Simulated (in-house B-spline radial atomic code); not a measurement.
## B²⁺: [He] 5s1 (an excited or competing configuration)

Level of theory: Dirac-Hartree-Fock, average of configuration, Fermi nucleus of rms radius 2.406 fm; calculated with an all-electron radial atomic-structure program (B-spline basis).

Z_r = [3n² - l(l+1)]/(2<r>); Z_e = n√(-2ε); the last column is Slater's effective charge. Values are occupation-weighted means over j.

| shell | electrons | ε (eV) | <r> (bohr) | Z_r | Z_e | Slater |
| --- | --- | --- | --- | --- | --- | --- |
| 1s | 2 | -256.46 | 0.3244 | 4.62 | 4.34 | 4.70 |
| 5s | 1 | -5.2982 | 11.56 | 3.24 | 3.12 | 3.00 |

The least bound orbital is 5s1/2 at -5.298 eV, and it is also the most diffuse (<r> = 11.56 bohr).

For the 1s electron the small component carries 0.0293 % of the norm, the zero-frequency Breit interaction raises the level by 0.0373 eV, self-energy by 0.01148 eV, and vacuum polarisation lowers it by 0.0004712 eV.
